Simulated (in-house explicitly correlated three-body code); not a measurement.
Computed with an exponentially correlated three-body code. Model: two electrons around a point charge, non-relativistic, variational in 260 exponentially correlated functions (energies converged to about 1e-7 hartree, or 1e-8 relative for large Z).

Command:
```bash
python run_hyl.py task.json out
```
Settings (lengths in bohr, energies in hartree):
```
Z                      3
screening              2.7
interaction_strength   1
functions              260
states_tried           1
```

Run time, properties included: 7.9 s on 1 thread of Intel(R) Xeon(R) Platinum 8375C CPU @ 2.90GHz (Ice Lake), with other jobs on the host.

**Ground state only, binding against the one-electron ion.**

Given: nuclear charge 3; Yukawa screening of all interactions 2.7 1/bohr.

Computed: one-electron threshold -0.218827744 hartree.

```tsv
term	energy (hartree)	binding (eV)
1 1S	-0.316063141	2.6459
```

**Converged states only, values per electron or pair (inverse distances are <exp(-kr)/r>).**

| term | mean r (bohr) | mean r squared (bohr²) | mean inverse r (1/bohr) | mean r12 (bohr) | mean inverse r12 (1/bohr) | mean cosine | mean p1 dot p2 (bohr⁻²) | delta r1 (bohr⁻³) | delta r12 (bohr⁻³) |
| --- | --- | --- | --- | --- | --- | --- | --- | --- | --- |
| 1 1S | 1.386 | 3.222 | 0.46531 | 2.1569 | 0.083718 | -0.015742 | 0.029905 | 2.2302 | 0.07448 |
